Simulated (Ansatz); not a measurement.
Species: bromosilane, sum formula SiH$_{3}$Br, charge 0, multiplicity 1. SMILES: Br[SiH3]
Geometry from a B3LYP-D3(BJ)/def2-TZVP (Ansatz, a program for electronic structure) optimisation:
```
Si
H 1 1.4755
H 1 1.4755 2 110.59
H 1 1.4755 2 110.59 3 -122.86
Br 1 2.2354 2 108.33 3 118.57
```
Charge 0, spin multiplicity 1.

Quantity: atomisation energy (electronic, to ground-state atoms), in kcal/mol. Correlated levels leave the core frozen unless marked. UHF or UKS for open shells. Spin-orbit coupling is left out. Frozen are the shells of the preceding noble gas and the d and f shells that filled before the atom's block. No relativistic terms. The coupled-cluster limit lacks core correlation, which all-electron functionals hold. Basis-set limits of correlation are two-point, X^-3; Hartree-Fock from the larger set.

```json
[
 {"level": "SVWN5/def2-TZVPD", "program": "Ansatz", "atomisation energy (kcal/mol)": "355.5"},
 {"level": "revPBE-D3(BJ)/def2-TZVPD", "program": "Ansatz + dftd3", "atomisation energy (kcal/mol)": "314.8"},
 {"level": "revPBE/def2-TZVPD", "program": "Ansatz", "atomisation energy (kcal/mol)": "309.9"},
 {"level": "PBE0-D4/def2-TZVP", "program": "Ansatz + dftd4", "atomisation energy (kcal/mol)": "319.7"},
 {"level": "PBE0/def2-QZVPP", "program": "Ansatz", "atomisation energy (kcal/mol)": "318.6"},
 {"level": "CAM-B3LYP-D3(BJ)/def2-TZVPD", "program": "Ansatz + dftd3", "atomisation energy (kcal/mol)": "323.9"},
 {"level": "CAM-B3LYP-D4/def2-TZVPD", "program": "Ansatz + dftd4", "atomisation energy (kcal/mol)": "323.7"},
 {"level": "LC-wPBE-D3(BJ)/def2-TZVPD", "program": "Ansatz + dftd3", "atomisation energy (kcal/mol)": "319.7"},
 {"level": "LC-wPBE/def2-TZVPD", "program": "Ansatz", "atomisation energy (kcal/mol)": "317.6"},
 {"level": "RPA@PBE/def2-QZVPP", "program": "Ansatz", "atomisation energy (kcal/mol)": "…"},
 {"level": "SCS-MP2/def2-SVPD", "program": "Ansatz", "atomisation energy (kcal/mol)": "304.8"},
 {"level": "SCS-MP2/def2-QZVPPD", "program": "Ansatz", "atomisation energy (kcal/mol)": "324.9"},
 {"level": "CCSD(T)/CBS(def2-TZVPPD,def2-QZVPPD)", "program": "Ansatz", "atomisation energy (kcal/mol)": "326.2"}
]
```

### Question
What belongs in the gaps?

### Answer

- RPA@PBE/def2-QZVPP, atomisation energy (kcal/mol): 307.7
